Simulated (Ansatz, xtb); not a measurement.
Pulling on the Te1–H2 bond in hydrogen telluride (SMILES [TeH2]) (multiplicity 1 held, fragments rigid). Energies count from the point at 1.661 Å.
Geometry at that point (charge 0, multiplicity 1):
```xyz
3

Te     0.000     0.043     0.002
H     -1.180    -1.125    -0.039
H      1.178    -1.127    -0.047
```

Restricted levels (R-, RO-) in cc, def2 and unpolarised 6-31G sets keep to the state of the molecule at rest. U- levels take the lowest unrestricted solution at each point, which mixes spins at long bonds. Levels need not reach the same state.

The values were computed with Ansatz (a first-principles code); xtb for the GFN methods.  In def2 rows elements past Kr take small-core potentials, without spin–orbit coupling. The GFN methods have no spin term and hold the electronic entropy of 300 K.

### Question
One of these levels gives 105.25 kcal/mol for the energy at R = 5.316 Å. Which?
A) GFN2-xTB
B) U-r2SCAN/def2-TZVPP
C) R-HF/def2-TZVPP
D) R-PBE/def2-TZVPP

### Answer
D, R-PBE/def2-TZVPP. The others give 91.45 (GFN2-xTB), 161.90 (R-HF/def2-TZVPP), 72.82 (U-r2SCAN/def2-TZVPP)

Doubts at one or more of the structures used: a restricted determinant that unrestricted orbitals would lower (R-HF/def2-TZVPP, R-PBE/def2-TZVPP); a spin-contaminated determinant (U-r2SCAN/def2-TZVPP).
